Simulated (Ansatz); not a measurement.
Cost and result up the ladder for the cluster Al₅N₅ (the lowest singlet isomer of a short search) (10 atoms). The state is a singlet with charge 0. Geometry: B3LYP-D4/def2-SVP.

```
atom    x (Å)    y (Å)    z (Å)
 Al1  -0.1686   2.4235   0.4105
 Al2  -0.1086  -2.2156   1.0723
 Al3   0.3434   1.1614  -2.1457
 Al4  -0.4474   0.3364   2.3994
 Al5   0.3811  -1.7058  -1.7366
  N6   0.5307  -0.3981  -2.8392
  N7   0.1991  -2.8679  -0.4858
  N8  -0.4496   2.0186   2.0552
  N9  -0.4069  -1.3744   2.5391
 N10   0.1268   2.6219  -1.2692
```

Ansatz on 4 threads of Arm Neoverse V2 on a shared host. Times are rough, and most runs start from the orbitals of an earlier one. PBE0-D4/def2-TZVPD serves as the yardstick here, not as an exact answer. Differences are given only for rows in sets of like size (and for xTB, whose basis is part of the method), since another set adds its own error. Binding counts from free atoms at the same level (Al doublet, N quartet; other spins of the atoms weren't run), without zero-point energy or a counterpoise term.

HSE06 is defined as in plane-wave codes, on full-range PBE exchange. Correlated methods freeze 30 core orbitals. The rows differ in basis, and correlated rows in double-zeta sets carry the largest basis error. The structure comes from a short search, and lower isomers may exist.

Correlated methods converge slowly with the basis, most of all in double-zeta sets.

```json
{"level": "HF/6-31G", "functions": "110", "wall time": "1.1 s", "binding energy per atom (eV)": "0.95", "difference from PBE0-D4/def2-TZVPD (eV)": "–", "remarks": "–"}
{"level": "PBE-D4/def2-SVP", "functions": "160", "wall time": "2.6 s", "binding energy per atom (eV)": "3.86", "difference from PBE0-D4/def2-TZVPD (eV)": "–", "remarks": "–"}
{"level": "PBE0-D4/def2-SVP", "functions": "160", "wall time": "3.5 s", "binding energy per atom (eV)": "3.61", "difference from PBE0-D4/def2-TZVPD (eV)": "–", "remarks": "–"}
{"level": "PBE-D4/def2-TZVP", "functions": "340", "wall time": "6 s", "binding energy per atom (eV)": "3.89", "difference from PBE0-D4/def2-TZVPD (eV)": "0.23", "remarks": "–"}
{"level": "revPBE-D4/def2-TZVP", "functions": "340", "wall time": "6 s", "binding energy per atom (eV)": "3.71", "difference from PBE0-D4/def2-TZVPD (eV)": "0.05", "remarks": "–"}
{"level": "PBE-D4/def2-TZVPD", "functions": "400", "wall time": "8.5 s", "binding energy per atom (eV)": "3.89", "difference from PBE0-D4/def2-TZVPD (eV)": "0.23", "remarks": "–"}
{"level": "r2SCAN-D4/def2-TZVP", "functions": "340", "wall time": "12 s", "binding energy per atom (eV)": "3.73", "difference from PBE0-D4/def2-TZVPD (eV)": "0.07", "remarks": "–"}
{"level": "MP2/def2-TZVP", "functions": "340", "wall time": "13 s", "binding energy per atom (eV)": "3.80", "difference from PBE0-D4/def2-TZVPD (eV)": "0.14", "remarks": "–"}
{"level": "PBE0-D4/def2-TZVP", "functions": "340", "wall time": "14 s", "binding energy per atom (eV)": "3.65", "difference from PBE0-D4/def2-TZVPD (eV)": "0.00", "remarks": "–"}
{"level": "RPA@PBE/def2-TZVP", "functions": "340", "wall time": "16 s", "binding energy per atom (eV)": "3.30", "difference from PBE0-D4/def2-TZVPD (eV)": "-0.36", "remarks": "–"}
{"level": "PBE0-D4/def2-TZVPD", "functions": "400", "wall time": "18 s", "binding energy per atom (eV)": "3.66", "difference from PBE0-D4/def2-TZVPD (eV)": "0.00", "remarks": "–"}
{"level": "HSE06-D4/def2-TZVP (with forces)", "functions": "340", "wall time": "20 s", "binding energy per atom (eV)": "3.66", "difference from PBE0-D4/def2-TZVPD (eV)": "0.00", "remarks": "–"}
{"level": "PBE-QIDH/def2-TZVP", "functions": "340", "wall time": "20 s", "binding energy per atom (eV)": "3.62", "difference from PBE0-D4/def2-TZVPD (eV)": "-0.03", "remarks": "–"}
{"level": "CCSD(T)/def2-SVP", "functions": "160", "wall time": "32 s", "binding energy per atom (eV)": "3.24", "difference from PBE0-D4/def2-TZVPD (eV)": "–", "remarks": "large T1 (0.025)"}
```
